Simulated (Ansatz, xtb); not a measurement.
# Two isomers of C5H8FNS

We compare I, `[H]/N=C1\C[C@@H](F)C[C@@H]1S`, a singlet, with II, `C[C@H](F)SCCC#N`, a singlet. Both are isolated molecules in the gas phase, relaxed with r2SCAN-D4/def2-SVP, each in the lowest conformer that the search found.

Quicker runs give these differences E(II) − E(I): GFN2-xTB +83.66 kJ/mol; HF/STO-3G −24.12 kJ/mol (at GFN2-xTB geometries); r2SCAN-D4/def2-SVP//GFN2-xTB +27.45 kJ/mol.

Question: Estimate E(II) − E(I) at the level CCSD(T)/def2-SVP + ΔMP2/def2-TZVPP.

Answer: Too close to call at this level: CCSD(T)/def2-SVP + ΔMP2/def2-TZVPP gives E(II) − E(I) = +2.56 kJ/mol.

The same difference at several levels:

```
                             level            geometry  E(II) − E(I) (kJ/mol)  departure from the last row (kJ/mol)  job, with rough time for the two
                          GFN2-xTB            GFN2-xTB                  +83.66                                +81.10              optimisation, 0.26 s
                         HF/STO-3G            GFN2-xTB                  −24.12                                −26.68              single point, 0.48 s
      r2SCAN-D4/def2-SVP//GFN2-xTB            GFN2-xTB                  +27.45                                +24.89               single point, 4.4 s
                r2SCAN-D4/def2-SVP  r2SCAN-D4/def2-SVP                  +29.49                                +26.93                optimisation, 49 s
                       HF/def2-SVP  r2SCAN-D4/def2-SVP                   −4.72                                 −7.28           part of the CCSD(T) run
                      MP2/def2-SVP  r2SCAN-D4/def2-SVP                   −0.07                                 −2.63           part of the CCSD(T) run
                  CCSD(T)/def2-SVP  r2SCAN-D4/def2-SVP                   +5.99                                 +3.44                      single point
CCSD(T)/def2-SVP + ΔMP2/def2-TZVPP  r2SCAN-D4/def2-SVP                   +2.56                                                   single point, 2.3 min
```

As drawn, II has 1 C–S, 1 C≡N, 2 C–H in place of 1 N–H, 1 C=N, 2 C–C, 1 S–H. Structure I has a 5-membered ring, II no ring.

The largest departure from CCSD(T)/def2-SVP + ΔMP2/def2-TZVPP is that of GFN2-xTB, 81.10 kJ/mol. The last row adds to CCSD(T) the change of the MP2 difference between the two basis sets, here −3.44 kJ/mol.

With thermal terms from frequencies at re-optimised GFN2-xTB minima (ideal gas, soft modes damped towards free rotors, one conformer each, 298.15 K, 1 atm): on the last row, ΔE + ΔZPE = +1.58, ΔH = +5.85, ΔG = −4.37 kJ/mol.

The correlated steps freeze 12 core orbitals. Run with Ansatz 0.2.0, xtb 6.7.1; the last row on 4 threads of Arm Neoverse V1 on a shared host.
